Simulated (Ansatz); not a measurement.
System (SMILES): O=[SiH] (O-SiH), doublet.
Atoms: Si1, O2, H3. Bonds: Si1-O2, Si1-H3.

Basis-set convergence of the optimised Si1-O2 bond length at B3LYP with Ansatz (a program for electronic structure). Cartesian d functions, on some or all atoms, in 6-31G**, 6-31+G*, 6-311G**, 6-311+G**; all else is spherical. The program fits the integrals of some runs and decomposes those of others, by size. Core-valence sets carry the plain set on hydrogen. Open shells are unrestricted. No added dispersion term, no relativity. Reference: the value in aug-pcseg-3, 1.5251 Å, itself unsure by roughly 0.0006 Å (its mean distance from aug-cc-pV(Q+d)Z, def2-QZVPPD, pcseg-3). Deviations are taken from unrounded values.

```json
[
 {"basis": "STO-3G", "functions": "15", "optimised Si1-O2 bond length (Å)": "1.6176", "minus reference (Å)": "0.0925"},
 {"basis": "def2-SV(P)", "functions": "34", "optimised Si1-O2 bond length (Å)": "1.5469", "minus reference (Å)": "0.0218"},
 {"basis": "pcseg-1", "functions": "37", "optimised Si1-O2 bond length (Å)": "1.5463", "minus reference (Å)": "0.0212"},
 {"basis": "6-31G**", "functions": "39", "optimised Si1-O2 bond length (Å)": "1.5430", "minus reference (Å)": "0.0179"},
 {"basis": "cc-pV(D+d)Z", "functions": "42", "optimised Si1-O2 bond length (Å)": "1.5405", "minus reference (Å)": "0.0153"},
 {"basis": "6-31+G*", "functions": "44", "optimised Si1-O2 bond length (Å)": "1.5464", "minus reference (Å)": "0.0212"},
 {"basis": "6-311G**", "functions": "51", "optimised Si1-O2 bond length (Å)": "1.5384", "minus reference (Å)": "0.0132"},
 {"basis": "6-311+G**", "functions": "59", "optimised Si1-O2 bond length (Å)": "1.5403", "minus reference (Å)": "0.0152"},
 {"basis": "aug-cc-pV(D+d)Z", "functions": "64", "optimised Si1-O2 bond length (Å)": "1.5442", "minus reference (Å)": "0.0191"},
 {"basis": "def2-TZVP", "functions": "74", "optimised Si1-O2 bond length (Å)": "1.5293", "minus reference (Å)": "0.0042"},
 {"basis": "cc-pV(T+d)Z", "functions": "83", "optimised Si1-O2 bond length (Å)": "1.5267", "minus reference (Å)": "0.0016"},
 {"basis": "def2-TZVPD", "functions": "92", "optimised Si1-O2 bond length (Å)": "1.5293", "minus reference (Å)": "0.0042"},
 {"basis": "6-311++G(3df,3pd)", "functions": "104", "optimised Si1-O2 bond length (Å)": "1.5278", "minus reference (Å)": "0.0027"},
 {"basis": "cc-pCVTZ", "functions": "116", "optimised Si1-O2 bond length (Å)": "1.5283", "minus reference (Å)": "0.0032"},
 {"basis": "aug-pcseg-2", "functions": "119", "optimised Si1-O2 bond length (Å)": "1.5283", "minus reference (Å)": "0.0032"},
 {"basis": "pcseg-3", "functions": "157", "optimised Si1-O2 bond length (Å)": "1.5251", "minus reference (Å)": "0.0000"},
 {"basis": "def2-QZVPPD", "functions": "175", "optimised Si1-O2 bond length (Å)": "1.5263", "minus reference (Å)": "0.0012"},
 {"basis": "aug-cc-pV(Q+d)Z", "functions": "215", "optimised Si1-O2 bond length (Å)": "1.5256", "minus reference (Å)": "0.0005"}
]
```
